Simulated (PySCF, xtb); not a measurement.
BH2, charge +1, multiplicity 1. Atoms are numbered in the order given.

```xyz
3

B      0.0000     0.0000     0.0000
H      0.0000     0.0000    -1.1743
H      0.0000     0.0000     1.1743
```
Charge +1, spin multiplicity 1.

Geometry: B3LYP-D3(BJ)/def2-TZVPD. The multiplicity is an assumed one; other spin states were not compared. The isomer is the one that the SMILES or the coordinates give; other isomers of the formula were not compared.

Calculation: IEF-PCM-ωB97X/def2-TZVPD in PySCF 2.14.0.

The values are the electrostatic part of the solvation free energy, E(continuum) − E(gas) at the gas-phase geometry, in a cavity of scaled van der Waals radii (PySCF's table); cavitation and dispersion terms are not included. In vacuum the orbital gap is 15.05 eV.

```tsv
solvent	ε	ΔG(elec) (kcal/mol)	gap (eV)
water	78.36	-71.3	14.99
N,N-dimethylformamide	37.22	-70.3	14.99
benzene	2.27	(withheld)	(withheld)
```

Q: Some entries are withheld; supply them. (An estimate is asked for; the answer gives what the named calculation found.)

A: 
- benzene, ΔG(elec) (kcal/mol): -40.5
- benzene, gap (eV): 15.01

For comparison, GFN2-xTB/ALPB(water) (xtb, at the GFN2-xTB geometry, all terms of that model) gives -72.8 kcal/mol.
